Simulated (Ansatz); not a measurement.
GaPNH₇, closed shell: at the end structure of a reaction step.

Input (in.yaml):

```yaml
crystal:
  periodic: [false, false, false]
  atoms:
    - {symbol: Ga, position_ang: [-0.586442, -0.627067, 0.140873]}
    - {symbol: N, position_ang: [0.114851, 1.196015, 1.074223]}
    - {symbol: H, position_ang: [-2.087682, -0.204728, -0.102006]}
    - {symbol: H, position_ang: [-0.219113, -1.638750, 1.295302]}
    - {symbol: H, position_ang: [0.859985, 1.582018, 0.503489]}
    - {symbol: P, position_ang: [0.867430, -0.539825, -1.709904]}
    - {symbol: H, position_ang: [0.480038, 1.022584, 2.003364]}
    - {symbol: H, position_ang: [-0.623856, 1.885930, 1.145434]}
    - {symbol: H, position_ang: [1.305137, -1.886985, -1.644638]}
    - {symbol: H, position_ang: [-0.110347, -0.789092, -2.706139]}
basis:
  gaussian: {orbitals: def2-TZVPP}
hamiltonian: {xc: {name: wB97X-V}}
```

Command:

```bash
ansatz run in.yaml --threads 4 --pin off --events-out ev --progress --plain --max-ram 9574MiB
```

What Ansatz 0.2.0 printed:

```
Functional definition: wB97X-V
  name "wB97X-V"
  cite "Mardirossian & Head-Gordon, Phys. Chem. Chem. Phys. 16, 9904 (2014) doi:10.1039/C3CP54374A"
  cite "Becke, J. Chem. Phys. 107, 8554 (1997) doi:10.1063/1.475007"
  cite "Vydrov & Van Voorhis, J. Chem. Phys. 133, 244103 (2010) doi:10.1063/1.3521275"
  parameter omega = 0.3/bohr
  parameter cx = 0.167
  parameter cx1 = 0.603
  parameter cx2 = 1.194
  parameter css0 = 0.556
  parameter css1 = -0.257
  parameter cos0 = 1.219
  parameter cos1 = -1.850
  parameter b = 6.0
  parameter c = 0.01
  exchange = spin_sum(e_x_unif_sr(omega)*poly(b97_u_x, 1 - cx, cx1, cx2)) + cx*exact_x_sr(omega) + exact_x_lr(omega)
  correlation = spin_sum(e_c_pw_same_spin*poly(b97_u_same, css0, css1))
      + integral(e_c_pw_opposite_spin*poly(b97_u_opposite, cos0, cos1)) + vv10(b, c)
1263 factors; their error is unknown
303 factors; integrals over basis functions are off by at most 1.2e-5 eV
mean field evaluation 1: about -63262.5623 eV, gradient 4.3e1 eV
mean field evaluation 2: about -63263.4032 eV, gradient 4.0e1 eV
mean field evaluation 4: about -63265.6971 eV, gradient 2.1e0 eV
mean field evaluation 8: about -63265.7052 eV, gradient 2.9e-2 eV
mean field evaluation 16: about -63265.8211 eV, gradient 2.6e-5 eV
mean field -63265.82113730 eV, -2324.9760436818 hartree, gradient 2.6e-5 eV, S^2 0.000000; 0 other end points of the search recorded, 0 dependent functions left out
reference -63265.82113514 eV, -2324.9760436027 hartree; 30, 30 occupied and 189, 189 virtual orbitals, 1263 factors
Total energy: -63265.82113514 eV, -2324.9760436027 hartree
```

The lines “mean field evaluation” count trial sets of orbitals through the whole run, from several starts and some on an approximate energy, so they need not fall steadily or lie above the final value.

Hardware: 4 CPU threads of an Arm Neoverse V1, shared host. Wall time about 6.5 s.
